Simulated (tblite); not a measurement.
Species: C5H8GeN2Si2.
SMILES with atom numbers: `[CH2:1]=[CH:2][Ge@@:3]1([C:4]#[N:5])[SiH2:6][SiH2:7][C@H:8]1[C:9]#[N:10]` (hydrogens: H11, H12 on C1; H13 on C2; H14, H15 on Si6; H16, H17 on Si7; H18 on C8)

Computed with GFN2-xTB (tblite), gas phase: L-BFGS steps from a force-field or distance-geometry start until the largest atomic force falls under 0.01 eV/Å.

Step 63: E = -703.3682 eV
```
atom  x, y, z in Å  |  force x, y, z in eV/Å
C1      2.7339    1.3806   -0.1170    0.013   0.005  -0.021
C2      1.4528    1.1585   -0.3552    0.020  -0.049  -0.070
Ge3     0.5412   -0.5742   -0.0919    0.022   0.047   0.062
C4      1.2951   -1.7279   -1.4568   -0.002   0.001   0.001
N5      1.7071   -2.4238   -2.2685    0.025  -0.051  -0.001
Si6    -0.4460   -1.1782    2.0356   -0.005   0.013  -0.026
Si7    -2.2653   -0.0733    1.0176    0.013   0.033   0.050
C8     -1.4075   -0.2841   -0.6984   -0.022  -0.005  -0.019
C9     -1.5450    0.8084   -1.5800    0.003   0.013  -0.012
N10    -1.5884    1.7321   -2.2603   -0.038   0.037   0.000
H11     3.1959    2.3375   -0.3028    0.003   0.064   0.011
H12     3.3914    0.6162    0.2674   -0.015  -0.052   0.015
H13     0.8335    1.9540   -0.7509    0.004   0.012   0.021
H14     0.2958   -0.6235    3.1720   -0.027  -0.016  -0.029
H15    -0.4732   -2.6368    2.1913   -0.015   0.030   0.028
H16    -3.6204   -0.6331    1.0550    0.023  -0.026  -0.018
H17    -2.3343    1.3602    1.3243   -0.004  -0.035   0.043
H18    -1.7754   -1.1864   -1.1931   -0.001  -0.021  -0.035
```

Step 64: E = -703.3694 eV
```
atom  x, y, z in Å  |  force x, y, z in eV/Å
C1      2.7362    1.3805   -0.1198   -0.003   0.014  -0.027
C2      1.4538    1.1619   -0.3572    0.034  -0.065  -0.069
Ge3     0.5403   -0.5700   -0.0918    0.047   0.024   0.026
C4      1.2929   -1.7352   -1.4511   -0.017   0.035   0.039
N5      1.7029   -2.4407   -2.2553    0.032  -0.061  -0.017
Si6    -0.4421   -1.1774    2.0330   -0.030   0.041  -0.032
Si7    -2.2674   -0.0788    1.0153   -0.004   0.033   0.072
C8     -1.4080   -0.2819   -0.7006   -0.005  -0.010  -0.002
C9     -1.5398    0.8159   -1.5750   -0.025   0.039  -0.021
N10    -1.5831    1.7452   -2.2477   -0.029   0.043  -0.009
H11     3.1977    2.3374   -0.3085    0.010   0.051   0.019
H12     3.3943    0.6158    0.2659   -0.044  -0.029  -0.001
H13     0.8339    1.9572   -0.7538    0.029   0.001   0.030
H14     0.2949   -0.6184    3.1697   -0.021  -0.015  -0.019
H15    -0.4652   -2.6347    2.1870   -0.015   0.005   0.035
H16    -3.6202   -0.6447    1.0546    0.031  -0.032  -0.026
H17    -2.3526    1.3532    1.3260    0.009  -0.036   0.038
H18    -1.7770   -1.1792   -1.2022    0.002  -0.038  -0.037
```

Step 65: E = -703.3709 eV
```
atom  x, y, z in Å  |  force x, y, z in eV/Å
C1      2.7386    1.3803   -0.1229   -0.015   0.022  -0.030
C2      1.4553    1.1647   -0.3608    0.050  -0.058  -0.061
Ge3     0.5399   -0.5652   -0.0919    0.058  -0.009  -0.029
C4      1.2910   -1.7433   -1.4445   -0.019   0.048   0.055
N5      1.6994   -2.4596   -2.2401    0.024  -0.048  -0.007
Si6    -0.4381   -1.1759    2.0292   -0.051   0.054  -0.025
Si7    -2.2688   -0.0834    1.0140   -0.021   0.014   0.069
C8     -1.4092   -0.2798   -0.7036    0.012  -0.003   0.003
C9     -1.5359    0.8241   -1.5710   -0.051   0.065  -0.025
N10    -1.5796    1.7600   -2.2347   -0.020   0.023  -0.002
H11     3.1997    2.3381   -0.3129    0.013   0.024   0.029
H12     3.3961    0.6142    0.2641   -0.068   0.003  -0.022
H13     0.8349    1.9614   -0.7555    0.051  -0.016   0.033
H14     0.2939   -0.6131    3.1662   -0.013  -0.012  -0.006
H15    -0.4573   -2.6324    2.1823   -0.015  -0.011   0.038
H16    -3.6186   -0.6570    1.0541    0.034  -0.039  -0.031
H17    -2.3712    1.3458    1.3290    0.023  -0.022   0.036
H18    -1.7788   -1.1727   -1.2127    0.009  -0.035  -0.025
```

Step 66: E = -703.3726 eV
```
atom  x, y, z in Å  |  force x, y, z in eV/Å
C1      2.7409    1.3798   -0.1240   -0.020   0.026  -0.030
C2      1.4573    1.1672   -0.3651    0.055  -0.037  -0.047
Ge3     0.5399   -0.5601   -0.0950    0.047  -0.043  -0.084
C4      1.2911   -1.7527   -1.4377   -0.010   0.044   0.052
N5      1.7017   -2.4820   -2.2206    0.008  -0.022   0.014
Si6    -0.4336   -1.1738    2.0223   -0.058   0.049  -0.012
Si7    -2.2677   -0.0850    1.0136   -0.034  -0.019   0.038
C8     -1.4117   -0.2775   -0.7085    0.029   0.005   0.017
C9     -1.5380    0.8314   -1.5696   -0.066   0.062  -0.006
N10    -1.5862    1.7731   -2.2247   -0.012   0.026  -0.012
H11     3.2018    2.3391   -0.3106    0.017  -0.004   0.039
H12     3.3959    0.6100    0.2623   -0.079   0.033  -0.042
H13     0.8368    1.9679   -0.7529    0.064  -0.032   0.026
H14     0.2960   -0.6078    3.1579   -0.004  -0.009   0.011
H15    -0.4508   -2.6300    2.1750   -0.015  -0.014   0.041
H16    -3.6140   -0.6657    1.0545    0.023  -0.049  -0.033
H17    -2.3858    1.3400    1.3341    0.035   0.008   0.034
H18    -1.7823   -1.1676   -1.2227    0.018  -0.024  -0.007
```

Task: Estimate the geometry and energy of step 67. (The exact step hangs on the optimiser's Hessian estimate; all steps are aligned on step 66, rigid shifts and turns removed.)

Result: E = -703.3745 eV, largest force 0.131 eV/Å
```
atom  x, y, z in Å  |  force x, y, z in eV/Å
C1      2.7436    1.3805   -0.1266   -0.015   0.021  -0.025
C2      1.4604    1.1688   -0.3709    0.050  -0.005  -0.031
Ge3     0.5410   -0.5563   -0.0985    0.019  -0.056  -0.117
C4      1.2909   -1.7621   -1.4308    0.022  -0.003   0.008
N5      1.7030   -2.5059   -2.2000   -0.024   0.037   0.065
Si6    -0.4320   -1.1708    2.0166   -0.039   0.021   0.003
Si7    -2.2678   -0.0873    1.0139   -0.041  -0.043  -0.017
C8     -1.4135   -0.2750   -0.7131    0.025   0.031   0.006
C9     -1.5404    0.8407   -1.5675   -0.070   0.063   0.007
N10    -1.5915    1.7890   -2.2137   -0.005  -0.019   0.012
H11     3.2052    2.3411   -0.3090    0.012  -0.035   0.047
H12     3.3945    0.6065    0.2593   -0.066   0.053  -0.055
H13     0.8404    1.9740   -0.7508    0.061  -0.046   0.012
H14     0.2974   -0.6015    3.1500   -0.001  -0.009   0.022
H15    -0.4443   -2.6280    2.1687   -0.016   0.003   0.042
H16    -3.6088   -0.6782    1.0533    0.009  -0.056  -0.032
H17    -2.4014    1.3335    1.3409    0.044   0.030   0.030
H18    -1.7853   -1.1626   -1.2335    0.035   0.014   0.023
```

The energy changes by -0.0019 eV. The first-order estimate −F·Δx gives -0.0026 eV and the mean of the old and new forces, exact on a quadratic surface, -0.0019 eV. The step makes an angle of 79° with the force vector and moves no atom by more than 0.032 Å.

The cost below is that of the whole relaxation. Time: 4.7 s of wall time. Hardware: one thread, Arm Neoverse N1 (aarch64) (shared host).
